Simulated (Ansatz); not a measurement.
C9H20 (`CCCCCCCCC`), relaxed with RKS PBE-D4/def2-SVP in the Gaussian-basis code of Ansatz from a rough embedded geometry. The force threshold is 0.03 eV/Å; the program also tests the step.

Charge 0, multiplicity 1.

Start:

```xyz
29

C     2.202    0.186   -2.052
C     1.899    1.608   -1.596
C     0.421    1.983   -1.724
C    -0.532    1.131   -0.885
C    -0.270    1.239    0.616
C    -1.387    0.630    1.466
C    -1.622   -0.864    1.245
C    -0.415   -1.731    1.595
C    -0.749   -3.216    1.514
H     1.840    0.025   -3.065
H     3.275    0.006   -2.038
H     1.731   -0.544   -1.398
H     2.479    2.304   -2.207
H     2.223    1.736   -0.562
H     0.304    3.031   -1.435
H     0.129    1.897   -2.774
H    -1.554    1.463   -1.087
H    -0.458    0.090   -1.201
H     0.676    0.757    0.865
H    -0.179    2.296    0.881
H    -2.319    1.162    1.253
H    -1.149    0.795    2.520
H    -2.464   -1.172    1.870
H    -1.908   -1.043    0.207
H    -0.079   -1.489    2.606
H     0.408   -1.515    0.911
H     0.124   -3.819    1.752
H    -1.542   -3.468    2.214
H    -1.083   -3.477    0.512
```

| step | energy (eV) | largest force (eV/Å) | largest move (Å) |
| --- | --- | --- | --- |
| 1 | -9639.7643 | 0.873 | 0.000 |
| 2 | -9639.9282 | 0.265 | 0.063 |
| 3 | -9639.9458 | 0.089 | 0.051 |
| 4 | -9639.9481 | 0.020 | 0.098 |
| 5 | -9639.9491 | 0.031 | 0.059 |
| 6 | -9639.9500 | 0.031 | 0.074 |
| 7 | -9639.9502 | 0.017 | 0.021 |

End:

```xyz
29

C     2.172    0.077   -1.897
C     1.897    1.553   -1.598
C     0.425    1.971   -1.754
C    -0.579    1.203   -0.881
C    -0.329    1.318    0.627
C    -1.407    0.662    1.502
C    -1.620   -0.844    1.280
C    -0.379   -1.713    1.516
C    -0.657   -3.211    1.379
H     1.820   -0.203   -2.912
H     3.256   -0.152   -1.846
H     1.663   -0.597   -1.175
H     2.513    2.185   -2.274
H     2.248    1.794   -0.570
H     0.338    3.059   -1.534
H     0.131    1.855   -2.821
H    -1.604    1.575   -1.105
H    -0.585    0.132   -1.180
H     0.665    0.884    0.876
H    -0.254    2.395    0.899
H    -2.375    1.186    1.335
H    -1.152    0.834    2.571
H    -2.434   -1.190    1.956
H    -2.000   -1.026    0.250
H     0.030   -1.497    2.529
H     0.424   -1.422    0.803
H     0.255   -3.818    1.549
H    -1.424   -3.548    2.108
H    -1.038   -3.459    0.365
```

Hardware: 4 threads of an AMD EPYC 7R13 on a shared host and a share of an NVIDIA H100 80 GB. Wall time 17 s, peak host memory 0.88 GiB.
